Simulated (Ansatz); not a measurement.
The same group exchange along the group F, Cl, Br.

Isolated molecules relaxed with PBE0-D4/def2-TZVP in Ansatz; ΔE leaves out vibrations. CCSD(T)/CBS adds triple-zeta CCSD(T) − MP2 to the extrapolated MP2 energy (def2 sets, frozen cores). This one scheme is used for every species. DFT in def2-TZVPP. For Br outer-core shells are correlated without core-valence functions, which leaves a few kJ/mol of doubt a bond. Scalar relativity is left out up to krypton. Each species was taken in one conformer, which may not be the lowest.

| reaction | CCSD(T)/CBS(def2) (kcal/mol) |
| --- | --- |
| `CO[SiH](O)F` + `O[SiH2]O` → `CO[SiH](O)[SiH](O)O` + H–F | ? |
| `CO[SiH](O)Cl` + `O[SiH2]O` → `CO[SiH](O)[SiH](O)O` + HCl | 34.6 |
| `CO[SiH](O)Br` + `O[SiH2]O` → `CO[SiH](O)[SiH](O)O` + HBr | 33.7 |

Question: Fill in the missing values. (Best estimate.)

Answer: Computed: `CO[SiH](O)F` + `O[SiH2]O` → `CO[SiH](O)[SiH](O)O` + H–F: +45.9 kcal/mol.

Largest T1 diagnostic: 0.012, for `CO[SiH](O)[SiH](O)O`.
